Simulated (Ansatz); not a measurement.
MoO3: single points at one geometry.

```yaml
crystal:
  periodic: [false, false, false]
  atoms:
    - {symbol: Mo, position_ang: [-0.373410, 0.215984, -0.523185]}
    - {symbol: O, position_ang: [-1.708806, 0.938271, 0.181582]}
    - {symbol: O, position_ang: [0.693340, -1.208047, 0.158665]}
    - {symbol: O, position_ang: [1.388867, 0.053791, 0.182938]}
basis:
  gaussian: {orbitals: def2-TZVP, initial_orbitals: start.molden}
hamiltonian: {xc: {name: PBE-QIDH}}
scf: {omitted_lower_state_checks: [starts]}
```

The file start.molden holds the orbitals of an earlier run on this structure, at another level or in another basis.

```sh
$ ansatz run in.yaml --threads 4 --pin off --events-out ev --progress --plain --max-ram 3916MiB
```

It prints (some lines left out):

```
Functional definition: PBE-QIDH
976 factors; integrals over basis functions are off by at most 8.2e-4 eV
mean field evaluation 1: about -7973.7950 eV, gradient 1.6e1 eV
mean field evaluation 2: about -7974.2642 eV, gradient 8.3e-1 eV
mean field evaluation 4: about -7974.7872 eV, gradient 5.0e-2 eV
mean field evaluation 8: about -7974.7874 eV, gradient 1.1e-6 eV
mean field -7974.78739213 eV, -293.0680311557 hartree, gradient 1.7e-6 eV, S^2 0.000000; 0 other end points of the search recorded, 0 dependent functions left out; unrestricted orbitals would lower it
3 core orbitals not correlated: weight in the atoms' cores, before any rotation towards them, 1.000 or more for the frozen orbitals, at most 0.000 for the correlated occupied ones
reference -7974.78740735 eV, -293.0680317150 hartree; 16, 16 occupied and 114, 114 virtual orbitals, 976 factors
second order -36.47947059 eV of doubles, -0.00000000 eV of singles
Total energy: -7986.94723088 eV, -293.5148969874 hartree
Checks for a lower state left out: starts
```

It took 2.2 s on 4 threads of Intel Xeon Platinum 8375C on a shared host.

First input, but with `gaussian: {orbitals: def2-TZVPD, initial_orbitals: start.molden}`, `hamiltonian: {xc: pbe0, dispersion: d4}`, `output: {orbitals: {seedname: orbitals}}` (abridged; 1.2 s):

```
Functional definition: PBE0
mean field -7990.63139634 eV, -293.6502875710 hartree, gradient 9.5e-6 eV, S^2 0.000000
Total energy: -7990.70383980 eV, -293.6529498191 hartree
Checks for a lower state left out: starts
```

As the first input, with `hamiltonian: {xc: pbe0, dispersion: d4}`, `output: {orbitals: {seedname: orbitals}}` (abridged; 1 s):

```
Functional definition: PBE0
mean field -7990.55137782 eV, -293.6473469448 hartree, gradient 2.6e-5 eV, S^2 0.000000
Total energy: -7990.62381763 eV, -293.6500090585 hartree
Checks for a lower state left out: starts
```

As the first input, with `gaussian: {orbitals: def2-TZVPP, initial_orbitals: start.molden}`, `correlation: {method: ccsd_t}`, `output: {orbitals: {seedname: orbitals}}` and without the key `hamiltonian` (abridged; 23 s):

```
Functional definition: HF
mean field evaluation 16: about -7946.4354 eV, gradient 1.2e1 eV
mean field evaluation 32: about -7947.1728 eV, gradient 8.4e-4 eV
mean field -7948.31299949 eV, -292.0951151713 hartree, gradient 2.1e-6 eV, S^2 0.000000; 1 other end points of the search recorded, 0 dependent functions left out; unrestricted orbitals would lower it
determinant -7948.31299949 eV, -292.0951151713 hartree, with singles and doubles -7980.65242460 eV, -293.2835671236 hartree
determinant -7947.17281154 eV, -292.0532140370 hartree, with singles and doubles -7979.13924907 eV, -293.2279589486 hartree
3 core orbitals not correlated: weight in the atoms' cores, before any rotation towards them, 1.000 or more for the frozen orbitals, at most 0.000 for the correlated occupied ones
second order -33.63107748 eV of doubles, -0.00000000 eV of singles
cycle   1  -32.24016224 eV  change    -2.1e0 eV  update   3.4e-2
cycle   2  -32.31076044 eV  change   -7.1e-2 eV  update   1.2e-2
cycle   3  -32.30164309 eV  change    9.1e-3 eV  update   8.5e-3
cycle   4  -32.31269740 eV  change   -1.1e-2 eV  update   5.4e-3
cycle   5  -32.31238446 eV  change    3.1e-4 eV  update   3.6e-3
cycle   6  -32.31981567 eV  change   -7.4e-3 eV  update   2.1e-3
cycle   7  -32.31963586 eV  change    1.8e-4 eV  update   1.3e-3
cycle   8  -32.32051707 eV  change   -8.8e-4 eV  update   9.0e-4
cycle   9  -32.32039799 eV  change    1.2e-4 eV  update   6.3e-4
cycle  10  -32.31957367 eV  change    8.2e-4 eV  update   4.5e-4
cycle  11  -32.31978874 eV  change   -2.2e-4 eV  update   3.4e-4
cycle  12  -32.32012351 eV  change   -3.3e-4 eV  update   2.4e-4
cycle  13  -32.32003607 eV  change    8.7e-5 eV  update   1.9e-4
cycle  14  -32.32000350 eV  change    3.3e-5 eV  update   9.8e-5
cycle  15  -32.32005828 eV  change   -5.5e-5 eV  update   5.6e-5
cycle  16  -32.31999701 eV  change    6.1e-5 eV  update   3.3e-5
cycle  17  -32.32000747 eV  change   -1.0e-5 eV  update   1.6e-5
cycle  18  -32.32003507 eV  change   -2.8e-5 eV  update   7.0e-6
perturbative correction -1.99292587 eV, -0.0732386747 hartree
Total energy: -7982.62596043 eV, -293.3560932276 hartree
Checks for a lower state left out: starts
```

As the first input, with `correlation: {method: mp2}`, `output: {orbitals: {seedname: orbitals}}` and without the key `hamiltonian` (abridged; 1.2 s):

```
Functional definition: HF
mean field -7948.06985536 eV, -292.0861797892 hartree, gradient 3.0e-6 eV, S^2 0.000000; unrestricted orbitals would lower it
mean field evaluation 16: about -7948.4020 eV, gradient 2.6e-1 eV
3 core orbitals not correlated: weight in the atoms' cores, before any rotation towards them, 1.000 or more for the frozen orbitals, at most 0.000 for the correlated occupied ones
second order -31.50932096 eV of doubles, -0.00000000 eV of singles
Total energy: -7979.57917632 eV, -293.2441259768 hartree
Checks for a lower state left out: starts
```

First input, but with `hamiltonian: {xc: pbe}`, `correlation: {method: rpa}` (abridged; 3.2 s):

```
Functional definition: PBE
mean field -7992.86581008 eV, -293.7324007614 hartree, gradient 1.2e-6 eV, S^2 0.000000; unrestricted orbitals would lower it
mean field evaluation 16: about -7948.1977 eV, gradient 5.3e-1 eV
3 core orbitals not correlated: weight in the atoms' cores, before any rotation towards them, 1.000 or more for the frozen orbitals, at most 0.000 for the correlated occupied ones
Total energy: -7991.10286787 eV, -293.6676138302 hartree
Checks for a lower state left out: starts
```

The first input with `hamiltonian: {xc: hse06, dispersion: d4}`, `output: {orbitals: {seedname: orbitals}}` (abridged; 1.1 s):

```
Functional definition: HSE06
mean field -7990.29442027 eV, -293.6379039287 hartree, gradient 1.9e-5 eV, S^2 0.000000
Total energy: -7990.36237354 eV, -293.6404011656 hartree
Checks for a lower state left out: starts
```

Geometry: r2SCAN-D4/def2-TZVP.

In the def2 sets Mo takes a core potential; there is no spin–orbit coupling. HSE06 is defined as in plane-wave codes, on full-range PBE exchange. Correlated methods freeze 3 core orbitals; core or outer-core shells of Mo are correlated, in sets that lack core-valence functions. The structure holds one bond between oxygen atoms, so isomers without such links may lie far lower. At PBE-QIDH/def2-TZVP, PBE0-D4/def2-TZVP, CCSD(T)/def2-TZVPP, MP2/def2-TZVP and others the restricted singlet (for correlated methods, its reference) is unstable: a solution with broken spin symmetry lies lower. The restricted singlet is unstable towards broken spin symmetry at other levels; at PBE0-D4/def2-TZVPD, HSE06-D4/def2-TZVP this wasn't settled. The geometry of the singlet was relaxed on an unsound state (restricted singlet, unstable towards broken spin symmetry). The order of the spin states hangs on the level: the triplet lies 0.36 eV below the singlet at PBE0-D4/def2-TZVP, but 0.62 eV above it at MP2/def2-TZVP. The singlet is doubtful at PBE0-D4/def2-TZVP (restricted singlet, unstable towards broken spin symmetry). The singlet is doubtful at MP2/def2-TZVP (restricted singlet, unstable towards broken spin symmetry). The triplet is doubtful at MP2/def2-TZVP (⟨S²⟩ 2.59, where a pure state has 2.00). The structure comes from a short search, and lower isomers may exist.
